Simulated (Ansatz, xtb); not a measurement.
## Two isomers of C4H11BO2

We compare a, `CC(C)CB(O)O`, a singlet, with b, `CCCCB(O)O`, a singlet. Both are isolated molecules in the gas phase, relaxed with PBE0-D3(BJ)/def2-SVP; each stands in its lowest conformer found.

**Question.** Estimate E(b) − E(a) at the level CCSD(T)/def2-SVP + ΔMP2/def2-TZVPP.

**Answer.** Calculated at CCSD(T)/def2-SVP + ΔMP2/def2-TZVPP: E(b) − E(a) = +1.81 kcal/mol, so structure a lies lower.

Level by level:

| level | geometry | E(b) − E(a) (kcal/mol) | departure from the last row (kcal/mol) | job, with rough time for the two |
| --- | --- | --- | --- | --- |
| GFN2-xTB | GFN2-xTB | +1.20 | −0.61 | optimisation, 0.4 s |
| HF/STO-3G | GFN2-xTB | +0.14 | −1.67 | single point, 0.36 s |
| r2SCAN-D4/def2-SVP | GFN2-xTB | +1.22 | −0.59 | single point, 3.9 s |
| PBE0-D3(BJ)/def2-SVP | PBE0-D3(BJ)/def2-SVP | +0.68 | −1.13 | optimisation, 53 s |
| HF/def2-SVP | PBE0-D3(BJ)/def2-SVP | +0.56 | −1.25 | part of the CCSD(T) run |
| MP2/def2-SVP | PBE0-D3(BJ)/def2-SVP | +1.83 | +0.02 | part of the CCSD(T) run |
| CCSD(T)/def2-SVP | PBE0-D3(BJ)/def2-SVP | +1.59 | −0.22 | single point |
| CCSD(T)/def2-SVP + ΔMP2/def2-TZVPP | PBE0-D3(BJ)/def2-SVP | +1.81 |  | single point, 1.7 min |

As drawn, both hold the same kinds of bond in the same numbers. Structure a has 2 methyl groups, b 1.

HF/STO-3G finds them nearly level. The largest departure from CCSD(T)/def2-SVP + ΔMP2/def2-TZVPP is that of HF/STO-3G, 1.67 kcal/mol. The last row adds to CCSD(T) the change of the MP2 difference between the two basis sets, here +0.22 kcal/mol.

With thermal terms from frequencies at re-optimised GFN2-xTB minima (ideal gas, soft modes damped towards free rotors, one conformer each, 298.15 K, 1 atm): on the last row, ΔE + ΔZPE = +2.13, ΔH = +2.03, ΔG = +2.17 kcal/mol.

The correlated steps freeze 7 core orbitals. Programs: Ansatz 0.2.0, xtb 6.7.1; the last row on 4 threads of Arm Neoverse V1 on a shared host.
